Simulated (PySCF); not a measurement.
# Computed properties of C3H7NOSi, SMILES C[C@H]1OC=N[SiH2]1

C3H7NOSi, SMILES C[C@H]1OC=N[SiH2]1. Geometry: B3LYP-D3(BJ)/def2-SVP. The structure was generated by enumeration; whether it is a known compound was not checked. Other conformers were not sampled. All values are computed for the isolated molecule unless a solvent is named; none is compared with measurement here.

**Structure.** All 33 harmonic modes at B3LYP-D3(BJ)/def2-SVP (PySCF) are real, so it is a minimum. With heavy atoms numbered as in [CH3:1][C@H:2]1[O:3][CH:4]=[N:5][SiH2:6]1, the shortest bond between them is C4–N5 at 1.272 Å and the longest C2–Si6 at 1.932 Å.

**Vibrations.** The strongest infrared lines (harmonic, unscaled, degenerate partners summed) lie at 1685 cm⁻¹ (287 km/mol, C 56 %, N 39 %), 1131 cm⁻¹ (254 km/mol, C 50 %, O 26 %, H 19 %), 980 cm⁻¹ (135 km/mol, H 94 %). The softest mode is at 100 cm⁻¹ and the zero-point energy is 61.8 kcal/mol.

**Electronic structure.** PBE0/def2-TZVP (PySCF) places the frontier levels at -7.66 and -0.05 eV, a gap of 7.61 eV, and gives a dipole moment of 2.05 D and a mean polarisability of 68.2 bohr³. PBE/def2-TZVP (PySCF) at the same geometry gives -6.24 and -1.12 eV, so its gap is 2.49 eV narrower. An orbital gap is neither the optical nor the fundamental gap.

**Excitations.** TDDFT-B3LYP/def2-SVPD (PySCF) has S1 at 5.54 eV (224 nm, f = 0.003, weak); the most intense of the 10 singlets computed lies at 7.70 eV (f = 0.05). T1 (TDA) is at 4.92 eV. TDDFT-PBE/def2-SVPD (PySCF) puts S1 at 5.27 eV. No vertical singlet excitation falls in the visible range (under 3.1 eV).

**NMR.** GIAO shifts at PBE0/pcSseg-1 (PySCF) (non-relativistic, atoms alike by connectivity averaged): ¹³C from 22.4 to 171.1 ppm against TMS; ¹H from 1.7 to 7.4 ppm against TMS; ²⁹Si at 1.3 ppm against TMS.

**Solvation.** SMD-ωB97X/6-31G* (PySCF) gives -2.9 kcal/mol in water, -4.7 kcal/mol in 2-propanol, -2.6 kcal/mol in n-hexane (1 M in both phases, gas-phase geometry); of these solvents 2-propanol holds the molecule best.
